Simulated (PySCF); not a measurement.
Si(H)2(Me)(NCO) (C₂H₅NOSi), SMILES C[SiH2]N=C=O.

The structure is a stationary point at PBE-D3(BJ)/def2-SVP. The values are those of a single conformer.

Level of theory: PBE-D3(BJ)/def2-SVP (PySCF).

Frequencies are harmonic and unscaled.

Computed harmonic wavenumbers and intensities:
```tsv
mode	ν (cm⁻¹)	IR (km/mol)	moving atoms (share of kinetic energy)
1	47	0.2	N 38 %, O 27 %, C 21 %, H 11 %
2	59	0.4	N 60 %, O 19 %, H 17 %
3	169	0.3	H 91 %
4	229	4.7	N 33 %, C 25 %, H 23 %, Si 16 %
5	480	10.6	H 92 %
6	562	57.2	Si 40 %, O 24 %, C 20 %, H 10 %
7	578	19.8	C 73 %, O 16 %, N 11 %
8	578	20.5	C 73 %, O 16 %, N 12 %
9	685	11.4	H 41 %, C 35 %, Si 21 %
10	701	34.5	H 87 %
11	742	59.6	H 57 %, C 23 %, Si 19 %
12	853	38.4	H 77 %, C 18 %
13	894	315.7	H 82 %, Si 12 %
14	927	133.4	H 94 %
15	1219	21.6	H 78 %, C 22 %
16	1378	4.1	H 96 %
17	1384	2.2	H 96 %
18	1476	23.4	N 56 %, O 40 %
19	2169	136.0	H 98 %
20	2170	128.9	H 96 %
21	2412	1246.9	C 69 %, N 20 %, O 11 %
22	2979	1.1	H 97 %
23	3081	2.3	H 91 %, C 9 %
24	3088	1.2	H 91 %, C 9 %
```
